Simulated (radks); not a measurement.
Valence configurations of Al I (all share [Ne]). All-electron calculation, scalar-relativistic Kohn-Sham, LDA (Slater exchange, Perdew-Wang correlation), spin-polarised, spherical densities, point nucleus; open shells are filled with parallel spins first. Program: a radial shooting solver on a logarithmic mesh with Libxc functionals. Energies are relative to 3s2 3p1; eigenvalues in eV for spin up.

valence,E (eV),moment (Bohr magnetons),e(3p),e(3s)
3s2 3p1,0.000,1,-3.013,-8.079
3p3,9.077,3,-4.463,-
3s1 3p2,3.645,3,-3.919,-9.280
3s1.5 3p1.5,2.034,2,-3.509,-8.739
3s0.5 3p2.5,6.344,3,-4.199,-9.633

NIST lists [Ne] 3s2 3p1 as the ground configuration; this level of theory agrees among the configurations tried. The energies are those of spherical high-spin densities, not of single terms.
